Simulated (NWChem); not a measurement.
# BSiH4F; SMILES FB[SiH3]

Computed with NWChem. Pople sets run with spherical d functions. Coordinates come from a PBE-D3(BJ)/def2-SVP optimisation. Field at 589 nm.

**Question.** Estimate the computed values for B3LYP/6-31G*. Quantities: isotropic polarisability (bohr³); anisotropy (bohr³).

**Answer.** 
- isotropic polarisability (bohr³): 37.4
- anisotropy (bohr³): 10.9
